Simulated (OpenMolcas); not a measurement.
# Cr3+, Mo3+, W3+: d³ down the group

```json
{
  "Program": "OpenMolcas 26.06",
  "Method": "CASSCF",
  "Basis": "ANO-R2",
  "Scalar Hamiltonian": "X2C, finite nucleus",
  "Spin-orbit coupling": "RASSI with atomic mean-field integrals over the reference wave functions, term energies averaged over their components"
}
```

Active space for each ion: 3 electrons in 10 orbitals (d d).

Computed levels in cm-1 above ⁴F_3/2:

```csv
Level,Cr3+,Mo3+,W3+
⁴F_5/2,249,760,3552
⁴F_7/2,591,1737,7024
⁴F_9/2,1019,2871,9995
⁴P_1/2,17318,12876,14656
⁴P_3/2,17434,12975,13311
²G_7/2,17452,13874,17786
⁴P_5/2,17732,14108,19629
²G_9/2,17819,14607,27191
²H_9/2,23103,18453,18354
weight of ⁴F in the lowest level (%),100,99,91
```

Mixed levels, with the weight of the term that names them: W3+ ⁴P_3/2 (55 %), W3+ ²G_9/2 (54 %), W3+ ²H_9/2 (56 %).

Measured, with the error of the calculation in %. Measured levels: Cr3+ from Sugar and Corliss, J. Phys. Chem. Ref. Data 6, 317 (1977); Mo3+ from Sugar and Musgrove, J. Phys. Chem. Ref. Data 17, 155 (1988); W3+ from the list in J. Phys. B 45, 035001 (2012).

| Level | Cr3+ | Mo3+ | W3+ |
| --- | --- | --- | --- |
| ⁴F_5/2 | 236 (+5.8) | 778 (-2.3) | 3537 (+0.4) |
| ⁴F_7/2 | 556 (+6.4) | 1760 (-1.3) | 6745 (+4.1) |
| ⁴F_9/2 | 946 (+7.8) | 2865 (+0.2) | 9256 (+8.0) |
| ⁴P_1/2 | 14059 (+23.2) | 10338 (+24.5) | 11773 (+24.5) |
| ⁴P_3/2 | 14177 (+23.0) | 10331 (+25.6) | 10221 (+30.2) |
| ²G_7/2 | 15052 (+15.9) | 11580 (+19.8) | 15261 (+16.5) |
| ⁴P_5/2 | 14471 (+22.5) | 11612 (+21.5) | 17190 (+14.2) |
| ²G_9/2 | 15402 (+15.7) | 12311 (+18.7) |  |
| ²H_9/2 | 21066 (+9.7) | 15995 (+15.4) | 16205 (+13.3) |

The fine-structure level ⁴F_9/2 changes by a factor of 9.81 from Cr3+ to W3+.

Without spin-orbit coupling ⁴P lies 16995, 11989, 11286 cm-1 above ⁴F in that order; the difference to the level ⁴P_1/2, of either sign, comes from spin-orbit coupling, which also lowers the zero.

Without dynamic correlation excited terms often stand tens of per cent too high (terms of higher spin than the ground term too low), and those without a measured partner can miss by more than the paired ones. Active for correlation alone: 4d; no level in the range computed is led by a configuration that fills it, so any true level of that kind is missing (holds for Cr3+). Active for correlation alone: 5d; no level in the range computed is led by a configuration that fills it, so any true level of that kind is missing (holds for Mo3+). Active for correlation alone: 6d; no level in the range computed is led by a configuration that fills it, so any true level of that kind is missing (holds for W3+). Measured partners are found by configuration, term and J. A level has none where our copy of the source lacks it or the pairing is in doubt (some pairs that miss far off the trend of their configuration count as doubtful), and it then counts in no deviation. Only configurations of the active space appear.
